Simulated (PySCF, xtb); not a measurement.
C3H4ClFSi, SMILES FC1=C(Cl)C[SiH2]1.

Harmonic wavenumbers (cm⁻¹) from GFN2-xTB in xtb at its own minimum, in rising order: 124, 189, 285, 312, 418, 427, 441, 502, 597, 607, 717, 759, 760, 780, 1053, 1093, 1144, 1180, 1460, 1637, 2303, 2309, 2994, 3011.

What does PBE-D3(BJ)/def2-SVP (PySCF 2.14.0) give at its own minimum? (Estimate from the structure and the level; the computed values follow.)

113, 190, 275, 329, 421, 487, 529, 581, 632, 694, 728, 770, 798, 926, 1037, 1042, 1122, 1226, 1375, 1639, 2165, 2176, 2996, 3055. Paired by order, the mean absolute difference is 47 cm⁻¹ and the zero-point energies are 35.9 and 36.2 kcal/mol.
